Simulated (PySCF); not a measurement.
Constitutional and geometric isomers with formula CH6Si3. All species are isolated molecules in the gas phase. One relaxed conformer stands for each flexible species; it need not be the lowest. Strings in code marks are SMILES. All members: neutral, multiplicity 1. Level: PBE0-D3(BJ)/def2-TZVP (PySCF), beside PBE-D3(BJ)/def2-TZVP // PBE0-D3(BJ)/def2-TZVP (PySCF) at the same geometries. 

| species | HOMO–LUMO gap, PBE (eV) | HOMO–LUMO gap, PBE0-D3(BJ) (eV) |
|---|---|---|
| `[SiH2]=C[SiH]=[SiH2]` (Si–C–Si–Si torsion 48°) | 1.75 | 3.16 |
| `C=[Si]1[SiH2][SiH2]1` | 2.69 | withheld |
| `C1[SiH]=[SiH][SiH2]1` | 2.76 | 4.28 |
| `C[SiH]1[SiH]=[SiH]1` | 2.81 | 4.36 |
| `C[Si]1=[SiH][SiH2]1` | 2.95 | 4.52 |
| `C1=[SiH][SiH2][SiH2]1` | 3.42 | 5.17 |

**Question.** Fit y = a + b·x, y being the HOMO–LUMO gap at the first level, to the 5 complete rows by least squares, with x = the PBE value in eV. Give a, b and the rms residual, and predict the withheld value.

**Answer.** Means of the 5 rows: x̄ = 2.738, ȳ = 4.298 eV. Σ(x − x̄)² = 1.4919 and Σ(x − x̄)(y − ȳ) = 1.7702, so b = 1.187 and a = ȳ − b·x̄ = 1.048 eV. The rms residual is 0.041 eV. At x = 2.69 the line gives 4.24 eV. The run for `C=[Si]1[SiH2][SiH2]1` gave 4.32 eV, so the line is off by 0.08 eV, within twice the rms residual.

Codes: PySCF.
